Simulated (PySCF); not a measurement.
Isomers of C7H17BN2, from PBE0-D3(BJ)/def2-SVP geometry optimisation, gas phase in PySCF 2.14.0. One conformer each, no zero-point energy, no frequencies.

Problem. Which isomer lies lower at this level?
A. `[CH3:1]/[N:2]=[CH:3]/[CH2:4][N@+:5]1([CH3:6])[BH2-:7][CH2:8][CH2:9][CH2:10]1` with N2–C3–C4–N5 125°, C3–C4–N5–C6 177°, C4–N5–B7–C8 -112°, N5–B7–C8–C9 -33°, B7–C8–C9–C10 46°, C8–C9–C10–N5 -42°: A = 1987, B = 863.7, C = 738.9 MHz, dipole 3.00 D
B. `[CH3:1]/[N:2]=[CH:3]/[C@H:4]1[CH2:5][BH2-:6][N+:7]([CH3:8])([CH3:9])[CH2:10]1` with N2–C3–C4–C5 124°, C3–C4–C5–B6 128°, C4–C5–B6–N7 18°, C5–B6–N7–C8 -157°, B6–N7–C10–C4 44°: A = 2999, B = 637.2, C = 609.6 MHz, dipole 3.89 D

Solution. B. That is `[N+]1(C)(C)[BH2-]C[C@H](/C=N/C)C1`, 2.5 kcal/mol below the other.

```json
{"SMILES": "C/N=C/[C@H]1C[BH2-][N+](C)(C)C1", "mapped SMILES": "[CH3:1]/[N:2]=[CH:3]/[C@H:4]1[CH2:5][BH2-:6][N+:7]([CH3:8])([CH3:9])[CH2:10]1", "E (Eh)": "-410.54074", "relative (kcal/mol)": "0.0", "relative (kJ/mol)": "0.0", "dipole (D)": "3.89"}
{"SMILES": "C/N=C/C[N@+]1(C)[BH2-]CCC1", "mapped SMILES": "[CH3:1]/[N:2]=[CH:3]/[CH2:4][N@+:5]1([CH3:6])[BH2-:7][CH2:8][CH2:9][CH2:10]1", "E (Eh)": "-410.53668", "relative (kcal/mol)": "2.5", "relative (kJ/mol)": "10.7", "dipole (D)": "3.00"}
```
